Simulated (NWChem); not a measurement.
System: C2H7BO; SMILES O(B)CC

The following NWChem deck was run.

```
start job
memory heap 200 mb stack 900 mb global 1100 mb
geometry units angstroms noautoz
  B     -0.242078     1.809879    -0.212094
  H     -0.040898     1.861276    -1.410387
  H     -0.697872     2.738190     0.413752
  O      0.042031     0.695548     0.473244
  C      0.567429    -0.473488    -0.127113
  C     -0.412018    -1.618143    -0.007664
  H      0.814699    -0.270858    -1.184281
  H      1.506417    -0.715912     0.397196
  H     -1.336040    -1.407288    -0.567229
  H      0.029696    -2.543001    -0.408139
  H     -0.680730    -1.790358     1.045118
end
basis spherical
  * library 6-31g*
end
dft
  xc scan
  iterations 150
  mulliken
end
task dft energy
```

Parts of the log:

```
             Northwest Computational Chemistry Package (NWChem) 7.3.0
             --------------------------------------------------------

 C1  symmetry detected

                             Geometry "geometry" -> ""
                             -------------------------

 Output coordinates in angstroms (scale by  1.889725989 to convert to a.u.)

  No.       Tag          Charge          X              Y              Z
 ---- ---------------- ---------- -------------- -------------- --------------
    1 B                    5.0000    -0.19281782     1.81069722    -0.26132068
    2 H                    1.0000     0.21253794     1.85882241    -1.40691740
    3 H                    1.0000    -0.75145705     2.73996238     0.27307727
    4 O                    8.0000    -0.02980191     0.69909635     0.46662780
    5 C                    6.0000     0.59335963    -0.47066496    -0.02980438
    6 C                    6.0000    -0.39019048    -1.61703173    -0.07767893
    7 H                    1.0000     1.01946079    -0.27077375    -1.02894744
    8 H                    1.0000     1.42787120    -0.70946570     0.64985173
    9 H                    1.0000    -1.20381342    -1.40987673    -0.78936284
   10 H                    1.0000     0.11558931    -2.54217797    -0.39255201
   11 H                    1.0000    -0.83669926    -1.78656743     0.91333149

 Effective nuclear repulsion energy (a.u.)     118.1939905823

                                 NWChem DFT Module
                                 -----------------

 Summary of "ao basis" -> "ao basis" (spherical)
 ------------------------------------------------------------------------------
       Tag                 Description            Shells   Functions and Types
 ---------------- ------------------------------  ------  ---------------------
 B                           6-31g*                  6       14   3s2p1d
 H                           6-31g*                  2        2   2s
 O                           6-31g*                  6       14   3s2p1d
 C                           6-31g*                  6       14   3s2p1d

            General Information
            -------------------
          SCF calculation type: DFT
          Wavefunction type:  closed shell.
          No. of atoms     :    11
          No. of electrons :    32
           Alpha electrons :    16
            Beta electrons :    16
          Charge           :     0
          Spin multiplicity:     1
          Use of symmetry is: off; symmetry adaption is: off
          Maximum number of iterations: 150
          AO basis - number of functions:    70
                     number of shells:    38
          Convergence on energy requested:  1.00D-06
          Convergence on density requested:  1.00D-05
          Convergence on gradient requested:  5.00D-04

              XC Information
              --------------
                         SCAN Method XC Functional
                  SCAN metaGGA Exchange Functional  1.000
                        SCAN Correlation Potential  1.000

             Grid Information
             ----------------
          Grid used for XC integration:  medium
          Radial quadrature: Mura-Knowles
          Angular quadrature: Lebedev.
          Tag              B.-S. Rad. Rad. Pts. Rad. Cut. Ang. Pts.
          ---              ---------- --------- --------- ---------
          B                   0.85       49          11.0       434
          H                   0.35       45          12.0       434
          O                   0.60       49           9.0       434
          C                   0.70       49          11.0       434
          Grid pruning is: on
          Number of quadrature shells:   511
          Spatial weights used:  Erf1

      Superposition of Atomic Density Guess
      -------------------------------------

 Sum of atomic energies:        -178.08857680

      Non-variational initial energy
      ------------------------------

 Total energy =    -180.269319
 1-e energy   =    -474.046788
 2-e energy   =     175.583479
 HOMO         =      -0.357322
 LUMO         =       0.037033

     ---------------------------------------------
      Total Density - Mulliken Population Analysis
     ---------------------------------------------

    Atom       Charge   Shell Charges
 -----------   ------   -------------------------------------------------------
    1 B    5     4.64   2.00  0.62  1.11  0.51  0.33  0.08
    2 H    1     1.06   0.49  0.56
    3 H    1     1.05   0.50  0.55
    4 O    8     8.62   2.00  0.93  3.07  0.85  1.76  0.02
    5 C    6     5.98   2.00  0.69  1.77  0.58  0.88  0.06
    6 C    6     6.70   2.00  0.72  2.06  0.68  1.22  0.03
    7 H    1     0.82   0.48  0.34
    8 H    1     0.81   0.48  0.33
    9 H    1     0.78   0.47  0.31
   10 H    1     0.77   0.46  0.31
   11 H    1     0.78   0.47  0.31

   convergence    iter        energy       DeltaE   RMS-Dens  Diis-err
 ---------------- ----- ----------------- --------- --------- ---------
 d= 0,ls=0.0,diis     1   -180.3782301813 -2.99D+02  1.32D-02  4.38D-01
 d= 0,ls=0.0,diis     2   -180.3379662585  4.03D-02  8.50D-03  9.57D-01
 d= 0,ls=0.0,diis     3   -180.4285803046 -9.06D-02  2.34D-03  6.18D-02
 d= 0,ls=0.0,diis     4   -180.4334809348 -4.90D-03  9.38D-04  8.05D-03
 d= 0,ls=0.0,diis     5   -180.4344430459 -9.62D-04  1.75D-04  2.68D-04
  Resetting Diis
 d= 0,ls=0.0,diis     6   -180.4344787975 -3.58D-05  4.30D-05  1.02D-05
 d= 0,ls=0.0,diis     7   -180.4344802219 -1.42D-06  1.83D-05  5.81D-07
 d= 0,ls=0.0,diis     8   -180.4344801498  7.21D-08  1.05D-05  1.32D-06
 d= 0,ls=0.0,diis     9   -180.4344802899 -1.40D-07  1.82D-06  5.41D-08

         Total DFT energy =     -180.434480289871
      One electron energy =     -477.363492653881
           Coulomb energy =      204.793862599243
    Exchange-Corr. energy =      -26.058840817548
 Nuclear repulsion energy =      118.193990582314

 Numeric. integr. density =       32.000004827532

                       DFT Final Molecular Orbital Analysis
                       ------------------------------------

 Vector   14  Occ=2.000000D+00  E=-3.084512D-01
              MO Center=  7.7D-02,  1.3D-01, -7.8D-02, r^2= 3.7D+00
   Bfn.  Coefficient  Atom+Function         Bfn.  Coefficient  Atom+Function
  ----- ------------  ---------------      ----- ------------  ---------------
    37      0.247607   5 C  pz               61     -0.201077   7 H  s
    62     -0.196350   7 H  s                23     -0.179349   4 O  pz
     4     -0.177322   1 B  py               50      0.167268   6 C  py
    36     -0.161833   5 C  py               51     -0.152341   6 C  pz
    18     -0.141212   3 H  s                17     -0.139799   3 H  s

 Vector   15  Occ=2.000000D+00  E=-2.903461D-01
              MO Center=  1.3D-01,  1.5D-01,  2.3D-01, r^2= 2.3D+00
   Bfn.  Coefficient  Atom+Function         Bfn.  Coefficient  Atom+Function
  ----- ------------  ---------------      ----- ------------  ---------------
    21      0.413758   4 O  px               25      0.295232   4 O  px
    35     -0.217491   5 C  px               64     -0.184627   8 H  s
    63     -0.173726   8 H  s                50      0.167934   6 C  py
    23      0.154837   4 O  pz               22      0.152091   4 O  py
    49      0.141784   6 C  px                3      0.136586   1 B  px

 Vector   16  Occ=2.000000D+00  E=-2.631957D-01
              MO Center= -6.9D-02,  1.4D+00, -1.5D-01, r^2= 2.5D+00
   Bfn.  Coefficient  Atom+Function         Bfn.  Coefficient  Atom+Function
  ----- ------------  ---------------      ----- ------------  ---------------
    23      0.386392   4 O  pz               16      0.299442   2 H  s
    27      0.272318   4 O  pz                5     -0.247213   1 B  pz
    18     -0.242077   3 H  s                15      0.206755   2 H  s
    17     -0.185345   3 H  s                62      0.161105   7 H  s
    24      0.156223   4 O  s                21     -0.123459   4 O  px

 Vector   17  Occ=0.000000D+00  E=-1.852607D-02
              MO Center= -1.7D-01,  1.7D+00, -2.1D-01, r^2= 2.0D+00
   Bfn.  Coefficient  Atom+Function         Bfn.  Coefficient  Atom+Function
  ----- ------------  ---------------      ----- ------------  ---------------
     7      0.565948   1 B  px                3      0.432573   1 B  px
    25     -0.286347   4 O  px               21     -0.267486   4 O  px
     8      0.214474   1 B  py                9      0.212325   1 B  pz
     4      0.166987   1 B  py                5      0.161875   1 B  pz
    26     -0.124176   4 O  py               27     -0.114646   4 O  pz

 Vector   18  Occ=0.000000D+00  E= 9.114660D-02
              MO Center=  3.8D-01, -7.2D-01, -2.7D-01, r^2= 4.8D+00
   Bfn.  Coefficient  Atom+Function         Bfn.  Coefficient  Atom+Function
  ----- ------------  ---------------      ----- ------------  ---------------
    38      1.161939   5 C  s                52      1.001052   6 C  s
    62     -0.871557   7 H  s                68     -0.801842  10 H  s
    64     -0.793992   8 H  s                24      0.560704   4 O  s
    39      0.554978   5 C  px               66     -0.537367   9 H  s
     8      0.429718   1 B  py               70     -0.369469  11 H  s

 Vector   19  Occ=0.000000D+00  E= 1.127245D-01
              MO Center= -1.5D-01, -6.5D-01,  1.2D-01, r^2= 4.2D+00
   Bfn.  Coefficient  Atom+Function         Bfn.  Coefficient  Atom+Function
  ----- ------------  ---------------      ----- ------------  ---------------
    52      1.416237   6 C  s                70     -0.959253  11 H  s
    24     -0.875434   4 O  s                66     -0.751999   9 H  s
    40      0.701964   5 C  py               38      0.448667   5 C  s
    16      0.363381   2 H  s                 9      0.354385   1 B  pz
    41      0.314928   5 C  pz               53     -0.295781   6 C  px

     ---------------------------------------------
      Total Density - Mulliken Population Analysis
     ---------------------------------------------

    Atom       Charge   Shell Charges
 -----------   ------   -------------------------------------------------------
    1 B    5     4.83   2.00  0.56  1.40  0.43  0.36  0.08
    2 H    1     1.06   0.52  0.54
    3 H    1     1.04   0.52  0.52
    4 O    8     8.36   2.00  0.91  2.93  0.89  1.60  0.02
    5 C    6     6.06   2.00  0.69  2.03  0.53  0.75  0.07
    6 C    6     6.52   2.00  0.68  2.11  0.66  1.04  0.03
    7 H    1     0.84   0.53  0.31
    8 H    1     0.83   0.53  0.30
    9 H    1     0.82   0.52  0.30
   10 H    1     0.83   0.52  0.31
   11 H    1     0.81   0.52  0.30

     -------------------------------------------
      Total Density - Lowdin Population Analysis
     -------------------------------------------

    Atom       Charge   Shell Charges
 -----------   ------   -------------------------------------------------------
    1 B    5     5.15   1.98  0.46  1.27  0.43  0.82  0.19
    2 H    1     1.00   0.49  0.51
    3 H    1     0.98   0.49  0.49
    4 O    8     8.06   1.99  0.82  2.76  0.60  1.83  0.05
    5 C    6     6.10   1.99  0.54  1.83  0.41  1.19  0.14
    6 C    6     6.39   1.99  0.56  1.92  0.44  1.42  0.07
    7 H    1     0.87   0.51  0.37
    8 H    1     0.87   0.51  0.36
    9 H    1     0.86   0.49  0.37
   10 H    1     0.86   0.49  0.37
   11 H    1     0.86   0.49  0.37

     Multipole analysis of the density
     ---------------------------------

     L   x y z        total         alpha         beta         nuclear
     -   - - -        -----         -----         ----         -------
     0   0 0 0     -0.000000    -16.000000    -16.000000     32.000000

     1   1 0 0      0.254263      0.127132      0.127132     -0.000000
     1   0 1 0     -0.679211     -0.339605     -0.339605     -0.000000
     1   0 0 1     -0.168080     -0.084040     -0.084040      0.000000

     2   2 0 0    -18.762180    -25.574999    -25.574999     32.387818
     2   1 1 0      0.240156     -0.135162     -0.135162      0.510480
     2   1 0 1      0.471462      0.714566      0.714566     -0.957669
     2   0 2 0    -20.444918   -118.251493   -118.251493    216.058067
     2   0 1 1     -0.009347      0.867752      0.867752     -1.744852
     2   0 0 2    -20.231145    -23.098715    -23.098715     25.966285
```

Level: SCAN/6-31G* (spherical d). The geometry was optimised at PBE0/def2-SVP.
